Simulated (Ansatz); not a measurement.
Steps of a relaxation of `O[CH2][In]([F])[F]` with RKS PBE0-D4/def2-TZVP.

```sh
$ ansatz run in.yaml --threads 2 --pin off --events-out ev --progress --plain --max-ram 32768MiB --backend cuda --devices 0, --max-vram 18GiB
```

```yaml
crystal:
  periodic: [false, false, false]
  atoms:
    - {symbol: O, position_ang: [-0.071540, -0.813460, 1.353130]}
    - {symbol: C, position_ang: [0.857820, -0.130320, 0.724560]}
    - {symbol: In, position_ang: [-0.456030, 0.983900, -1.001320]}
    - {symbol: F, position_ang: [-1.287660, -0.976180, -1.016250]}
    - {symbol: F, position_ang: [-1.377410, 2.400430, -2.162770]}
    - {symbol: H, position_ang: [-0.503350, -1.431680, 0.726500]}
    - {symbol: H, position_ang: [1.509800, -0.662620, 0.036250]}
    - {symbol: H, position_ang: [1.328360, 0.629930, 1.339910]}
basis:
  gaussian: {orbitals: def2-TZVP}
hamiltonian: {xc: pbe0, dispersion: d4}
relax: {f_tol: 0.005, max_steps: 150}
```

Positions (Å) and forces (eV/Å) along the path, 14 of 14 steps:

```xyz
8
step=1 energy=-13736.4525 eV
O    -0.072   -0.813    1.353   -0.606   -0.827    0.459
C     0.858   -0.130    0.725    0.072    1.072   -1.055
In   -0.456    0.984   -1.001   -0.598   -0.176   -0.255
F    -1.288   -0.976   -1.016    0.301    0.956   -0.050
F    -1.377    2.400   -2.163    0.695   -1.250    0.895
H    -0.503   -1.432    0.727   -0.018    0.317   -0.030
H     1.510   -0.663    0.036    0.105   -0.042    0.039
H     1.328    0.630    1.340    0.049   -0.052   -0.004
8
step=2 energy=-13736.7771 eV
O    -0.059   -0.829    1.335   -0.931   -1.033    0.455
C     0.823   -0.081    0.681    0.491    1.049   -0.993
In   -0.411    0.925   -0.922   -0.405   -0.020   -0.018
F    -1.298   -0.924   -1.029    0.074    0.392   -0.069
F    -1.308    2.241   -2.068    0.265   -0.443    0.283
H    -0.556   -1.371    0.682    0.135    0.261    0.184
H     1.490   -0.599   -0.007    0.303   -0.159    0.200
H     1.319    0.637    1.328    0.068   -0.047   -0.043
8
step=3 energy=-13736.8314 eV
O    -0.076   -0.829    1.287   -0.289   -0.521   -0.038
C     0.836   -0.054    0.607    0.774   -0.128   -0.063
In   -0.436    0.898   -0.843    0.519   -0.465    0.065
F    -1.387   -0.842   -1.047   -0.256   -0.194   -0.091
F    -1.282    2.130   -2.001   -0.347    0.592   -0.429
H    -0.579   -1.343    0.618    0.175    0.248    0.355
H     1.644   -0.648    0.107   -0.602    0.575    0.130
H     1.280    0.687    1.271    0.024   -0.107    0.071
8
step=4 energy=-13736.8925 eV
O    -0.045   -0.880    1.313    0.109    0.070   -0.425
C     0.839   -0.042    0.638    0.069   -0.379   -0.131
In   -0.422    0.873   -0.883   -0.018   -0.178    0.129
F    -1.429   -0.856   -1.052    0.008    0.083    0.000
F    -1.269    2.151   -2.036   -0.006    0.125   -0.087
H    -0.591   -1.334    0.638    0.196    0.102    0.274
H     1.615   -0.574    0.052   -0.271    0.173    0.286
H     1.303    0.661    1.329   -0.087    0.004   -0.048
8
step=5 energy=-13736.9062 eV
O    -0.028   -0.892    1.312   -0.068   -0.091   -0.253
C     0.832   -0.048    0.633    0.142   -0.064   -0.079
In   -0.431    0.867   -0.884   -0.116   -0.057   -0.023
F    -1.459   -0.850   -1.035   -0.003    0.080   -0.024
F    -1.240    2.173   -2.047    0.058   -0.019    0.026
H    -0.567   -1.362    0.646    0.121    0.080    0.233
H     1.618   -0.565    0.061   -0.106    0.090    0.138
H     1.273    0.677    1.314   -0.028   -0.018   -0.018
8
step=6 energy=-13736.9089 eV
O    -0.014   -0.891    1.308   -0.010   -0.057    0.199
C     0.833   -0.043    0.621    0.051   -0.100   -0.037
In   -0.445    0.861   -0.886   -0.016   -0.075    0.003
F    -1.467   -0.852   -1.055   -0.040    0.075   -0.025
F    -1.223    2.186   -2.046    0.012    0.015   -0.008
H    -0.572   -1.379    0.684    0.063    0.010   -0.123
H     1.624   -0.556    0.056   -0.071    0.084    0.082
H     1.264    0.674    1.317    0.010    0.047   -0.090
8
step=7 energy=-13736.9205 eV
O     0.016   -0.922    1.312   -0.056   -0.082    0.098
C     0.830   -0.044    0.620    0.043    0.060    0.000
In   -0.458    0.835   -0.888   -0.112   -0.060   -0.060
F    -1.572   -0.816   -1.052    0.059    0.098    0.008
F    -1.168    2.193   -2.058    0.032   -0.017    0.022
H    -0.523   -1.425    0.685    0.016    0.004   -0.018
H     1.650   -0.527    0.077    0.019    0.020   -0.001
H     1.225    0.706    1.305   -0.001   -0.022   -0.051
8
step=8 energy=-13736.9232 eV
O     0.038   -0.945    1.321    0.015    0.032   -0.008
C     0.823   -0.044    0.617   -0.007    0.021    0.041
In   -0.475    0.822   -0.892   -0.059   -0.026   -0.017
F    -1.622   -0.796   -1.051    0.015    0.035   -0.012
F    -1.126    2.204   -2.069    0.021   -0.029    0.023
H    -0.497   -1.460    0.701    0.015    0.016   -0.004
H     1.659   -0.503    0.079    0.011   -0.005   -0.009
H     1.200    0.722    1.294   -0.010   -0.044   -0.013
8
step=9 energy=-13736.9237 eV
O     0.049   -0.949    1.327   -0.031   -0.018    0.014
C     0.822   -0.041    0.617    0.007    0.035   -0.013
In   -0.489    0.812   -0.887    0.003    0.009   -0.018
F    -1.649   -0.788   -1.069    0.007    0.006    0.007
F    -1.106    2.204   -2.069    0.001   -0.006    0.009
H    -0.484   -1.469    0.711    0.018   -0.004    0.013
H     1.661   -0.494    0.078    0.003   -0.003   -0.009
H     1.196    0.726    1.293   -0.008   -0.018   -0.003
8
step=10 energy=-13736.9239 eV
O     0.048   -0.948    1.328   -0.010    0.002    0.009
C     0.821   -0.041    0.616    0.008   -0.002   -0.010
In   -0.488    0.812   -0.890    0.007   -0.005    0.011
F    -1.650   -0.786   -1.070   -0.002   -0.004   -0.002
F    -1.106    2.206   -2.069   -0.005    0.011   -0.009
H    -0.480   -1.475    0.714    0.008   -0.002   -0.001
H     1.660   -0.495    0.078   -0.006    0.000    0.000
H     1.194    0.726    1.292    0.000    0.000    0.001
8
step=11 energy=-13736.9240 eV
O     0.047   -0.944    1.332   -0.003    0.005    0.001
C     0.820   -0.041    0.615    0.006   -0.010   -0.002
In   -0.488    0.813   -0.891    0.005   -0.009    0.006
F    -1.648   -0.786   -1.076   -0.004   -0.003   -0.004
F    -1.107    2.209   -2.067   -0.004    0.009   -0.006
H    -0.476   -1.479    0.720    0.006    0.000   -0.003
H     1.658   -0.498    0.078   -0.010    0.002    0.002
H     1.195    0.726    1.290    0.005    0.005    0.005
8
step=12 energy=-13736.9240 eV
O     0.045   -0.939    1.338    0.002    0.004    0.002
C     0.819   -0.040    0.615    0.031    0.002    0.012
In   -0.490    0.810   -0.892   -0.004    0.000   -0.006
F    -1.651   -0.785   -1.090    0.001    0.001    0.000
F    -1.106    2.213   -2.063    0.001    0.001    0.002
H    -0.468   -1.485    0.729    0.000   -0.001   -0.003
H     1.654   -0.503    0.077   -0.027    0.023    0.024
H     1.198    0.729    1.287   -0.006   -0.030   -0.031
8
step=13 energy=-13736.9241 eV
O     0.044   -0.936    1.341    0.002    0.003    0.005
C     0.818   -0.040    0.615    0.003   -0.006   -0.008
In   -0.491    0.809   -0.893    0.003    0.002    0.000
F    -1.650   -0.787   -1.097   -0.003   -0.003   -0.001
F    -1.106    2.216   -2.059   -0.002    0.002   -0.002
H    -0.465   -1.487    0.733   -0.001   -0.002    0.000
H     1.651   -0.505    0.077    0.000    0.002    0.001
H     1.200    0.730    1.283   -0.001    0.001    0.005
8
step=14 energy=-13736.9241 eV
O     0.044   -0.934    1.343   -0.001    0.000   -0.004
C     0.817   -0.040    0.615    0.003   -0.004   -0.002
In   -0.492    0.808   -0.894   -0.001   -0.001    0.000
F    -1.652   -0.786   -1.102    0.000    0.000    0.000
F    -1.106    2.218   -2.058    0.000    0.000    0.000
H    -0.463   -1.490    0.737    0.001    0.001    0.003
H     1.651   -0.506    0.078   -0.002    0.002    0.001
H     1.200    0.730    1.281    0.000    0.001    0.002
```

Hardware: 2 threads of an AMD EPYC 7R13 on a shared host and a share of an NVIDIA H100 80 GB. Wall time 66 s, peak host memory 0.86 GiB.
